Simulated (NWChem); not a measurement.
# Lowest excitation of arsenic trifluoride (AsF₃)

```xyz
4

F      0.7389    -0.4892     1.2818
As     0.0009     0.3989     0.0000
F      0.7389    -0.4892    -1.2818
F     -1.4811    -0.4842     0.0000
```
Charge 0, spin multiplicity 1.

The numbers come from NWChem runs, not from measurements. Structure: optimised with PBE0/def2-SVP, a minimum by its harmonic frequencies.

Basis set: def2-SVP.

| method | lowest vertical singlet excitation energy (eV) | relative cost | difference from EOM-CCSD |
|---|---|---|---|
| TD-PBE | 7.51 | 1 | -0.94 |
| CIS | 9.14 | under 3 | +0.69 |
| TD-B3LYP | 7.92 | under 3 | -0.53 |
| TD-CAM-B3LYP | 8.06 | 4 | -0.39 |
| EOM-CCSD | 8.44 | 10 | 0.00 |

The values span 1.63 eV, from TD-PBE (lowest) to CIS (highest). Costs are rough ratios of processor time within this set of runs, SCF included, with TD-PBE as 1.

The Hamiltonian is non-relativistic. The correlated methods keep 12 core orbitals frozen. B3LYP has NWChem's definition, with VWN1-RPA local correlation. GW and range-separated runs recompute their integrals, the others keep them in memory, which bears on the times. Coupled-cluster values serve here as a point of comparison, not as the truth.
